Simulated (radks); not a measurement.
Values are calculated unless marked as measured or tabulated.
Valence configurations of Tb (all share [Xe]). Code: a radial shooting solver on a logarithmic mesh with Libxc functionals. Model: scalar-relativistic Kohn-Sham, BLYP, spin-polarised, spherical densities, point nucleus; open shells are filled with parallel spins first (spin-orbit coupling, left out, can overturn this in heavy ions). Energies are relative to 4f9 6s2; eigenvalues in eV for spin up.

valence,E (eV),moment (Bohr magnetons),e(4f),e(5d),e(6p),e(6s)
4f9 6s2,0.000,5,-4.204,-,-,-3.653
4f7 6s2 6p2,14.321,9,-24.497,-,-3.141,-7.336
4f9 6s1.5 6p0.5,1.176,6,-4.854,-,-1.468,-4.202
4f7 5d1 6s2 6p1,9.721,9,-20.837,-6.165,-2.281,-6.019
4f8 5d1 6s2,1.202,7,-10.337,-2.599,-,-4.218
4f8 6s2 6p1,3.134,7,-13.607,-,-2.150,-5.568

NIST lists [Xe] 4f9 6s2 as the ground configuration; this level of theory agrees among the configurations tried. The energies are those of spherical high-spin densities, not of single terms. No valid solution was reached for [Xe] 4f10 6s1; [Xe] 4f9 5d2; [Xe] 4f10 6p1; [Xe] 4f9 5d1 6s1.
